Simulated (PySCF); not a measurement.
CHCl2 (SMILES Cl[CH-]Cl), charge -1, singlet, geometry from GFN2-xTB, with bond 4-1 at 2.2 times its length; HF/def2-SVP (PySCF).

The PySCF input:
```python
from pyscf import gto, scf

mol = gto.Mole()
mol.atom = '''
    C    -0.123141   -0.010951    0.905066
    Cl   -0.001352    1.466673   -0.181817
    Cl   -0.007831   -1.461693   -0.218129
    H     2.116672   -0.028554    1.925012
'''
mol.basis = 'def2-svp'
mol.charge = -1
mol.spin = 0
mol.verbose = 4
mol.build()

mf = scf.RHF(mol)
mf.kernel()
mo_i, mo_e, stable_i, stable_e = mf.stability(internal=True, external=True, return_status=True, nroots=6, tol=1e-6)
print('internally stable:', stable_i, ' externally stable:', stable_e)
if not stable_e:
    umf = mf.to_uhf() if not hasattr(mf, 'xc') else mf.to_uks()
    umf.scf_summary = {}
    umf.kernel(umf.make_rdm1(mo_e, umf.mo_occ))
```

Q: Write the output that PySCF gives for this input, abridged.

A: 
```
PySCF version 2.14.0

[INPUT] verbose = 4
[INPUT] num. atoms = 4
[INPUT] num. electrons = 42
[INPUT] charge = -1
[INPUT] spin (= nelec alpha-beta = 2S) = 0
[INPUT] symmetry False subgroup None
[INPUT] Mole.unit = angstrom
[INPUT] Symbol           X                Y                Z      unit          X                Y                Z       unit  Magmom
[INPUT]  1 C     -0.123141000000  -0.010951000000   0.905066000000 AA   -0.232702764705  -0.020694390790   1.710326864656 Bohr   0.0
[INPUT]  2 Cl    -0.001352000000   1.466673000000  -0.181817000000 AA   -0.002554909720   2.771610284294  -0.343584334790 Bohr   0.0
[INPUT]  3 Cl    -0.007831000000  -1.461693000000  -0.218129000000 AA   -0.014798445281  -2.762199448194  -0.412204069825 Bohr   0.0
[INPUT]  4 H      2.116672000000  -0.028554000000   1.925012000000 AA    3.999930375535  -0.053959239761   3.637745466501 Bohr   0.0

nuclear repulsion = 117.618418833483
number of shells = 25
number of NR pGTOs = 103
number of NR cGTOs = 55
basis = def2-svp
ecp = {}

******** <class 'pyscf.scf.hf.RHF'> ********
method = RHF
initial guess = minao
damping factor = 0
level_shift factor = 0
DIIS = <class 'pyscf.scf.diis.CDIIS'>
diis_start_cycle = 1
diis_space = 8
diis_damp = 0
SCF conv_tol = 1e-09
SCF conv_tol_grad = None
SCF max_cycles = 50
direct_scf = True
direct_scf_tol = 1e-13
Set gradient conv threshold to 3.16228e-05
Initial guess from minao.
init E= -956.636199511632
cycle= 1 E= -956.792616604873  delta_E= -0.156  |g|= 0.547  |ddm|= 2.03
cycle= 2 E= -956.822770279086  delta_E= -0.0302  |g|= 0.54  |ddm|= 1.19
cycle= 3 E= -956.908745747201  delta_E= -0.086  |g|= 0.0523  |ddm|= 0.538
cycle= 4 E= -956.91165084089  delta_E= -0.00291  |g|= 0.0243  |ddm|= 0.16
cycle= 5 E= -956.912619796354  delta_E= -0.000969  |g|= 0.0109  |ddm|= 0.105
cycle= 6 E= -956.912861413916  delta_E= -0.000242  |g|= 0.00356  |ddm|= 0.0658
cycle= 7 E= -956.912886091595  delta_E= -2.47e-05  |g|= 0.00152  |ddm|= 0.0169
cycle= 8 E= -956.91289091156  delta_E= -4.82e-06  |g|= 0.0007  |ddm|= 0.00702
cycle= 9 E= -956.912891970276  delta_E= -1.06e-06  |g|= 0.000148  |ddm|= 0.00431
cycle= 10 E= -956.912892002019  delta_E= -3.17e-08  |g|= 3.62e-05  |ddm|= 0.000716
cycle= 11 E= -956.912892003311  delta_E= -1.29e-09  |g|= 9.7e-06  |ddm|= 0.000134
cycle= 12 E= -956.912892003415  delta_E= -1.04e-10  |g|= 4.31e-06  |ddm|= 4.04e-05
Extra cycle  E= -956.91289200343  delta_E= -1.5e-11  |g|= 2.75e-06  |ddm|= 1.16e-05
converged SCF energy = -956.91289200343
rhf_internal: lowest eigs of H = [0.55858555 0.8263923  0.85415967 0.97665611 1.03782742 1.09340426]
<class 'pyscf.scf.hf.RHF'> wavefunction is stable in the internal stability analysis
rhf_real2complex: lowest eigs of H = [0.07568598 0.11696859 0.19528045 0.22232084 0.25341528 0.25356091]
<class 'pyscf.scf.hf.RHF'> wavefunction is stable in the real -> complex stability analysis
rhf_external: lowest eigs of H = [-0.11519997  0.0069106   0.09491041  0.10661462  0.19475976  0.20053431]
<class 'pyscf.scf.hf.RHF'> wavefunction has an RHF/RKS -> UHF/UKS instability
internally stable: True  externally stable: False

******** <class 'pyscf.scf.uhf.UHF'> ********
method = UHF
initial guess = minao
damping factor = 0
level_shift factor = 0
DIIS = <class 'pyscf.scf.diis.CDIIS'>
diis_start_cycle = 1
diis_space = 8
diis_damp = 0
SCF conv_tol = 1e-09
SCF conv_tol_grad = None
SCF max_cycles = 50
direct_scf = True
direct_scf_tol = 1e-13
number electrons alpha = 21  beta = 21
Set gradient conv threshold to 3.16228e-05
init E= -956.829740750079
cycle= 1 E= -956.937206764159  delta_E= -0.107  |g|= 0.163  |ddm|= 0.565
cycle= 2 E= -956.9553550071  delta_E= -0.0181  |g|= 0.0959  |ddm|= 0.303
cycle= 3 E= -956.961753176114  delta_E= -0.0064  |g|= 0.0248  |ddm|= 0.107
cycle= 4 E= -956.963554172582  delta_E= -0.0018  |g|= 0.0114  |ddm|= 0.0779
cycle= 5 E= -956.964037209287  delta_E= -0.000483  |g|= 0.00608  |ddm|= 0.0424
cycle= 6 E= -956.964215150542  delta_E= -0.000178  |g|= 0.00228  |ddm|= 0.0349
cycle= 7 E= -956.964237542725  delta_E= -2.24e-05  |g|= 0.00119  |ddm|= 0.0129
cycle= 8 E= -956.964243888016  delta_E= -6.35e-06  |g|= 0.000714  |ddm|= 0.00596
cycle= 9 E= -956.964246887012  delta_E= -3e-06  |g|= 0.000279  |ddm|= 0.00528
cycle= 10 E= -956.964247280054  delta_E= -3.93e-07  |g|= 8.73e-05  |ddm|= 0.00206
cycle= 11 E= -956.964247306589  delta_E= -2.65e-08  |g|= 3.62e-05  |ddm|= 0.000428
cycle= 12 E= -956.964247310358  delta_E= -3.77e-09  |g|= 1.69e-05  |ddm|= 0.000155
cycle= 13 E= -956.964247311139  delta_E= -7.81e-10  |g|= 9.19e-06  |ddm|= 6.66e-05
Extra cycle  E= -956.964247311284  delta_E= -1.45e-10  |g|= 6.75e-06  |ddm|= 1.99e-05
converged SCF energy = -956.964247311284  <S^2> = 0.93890616  2S+1 = 2.1807395
```
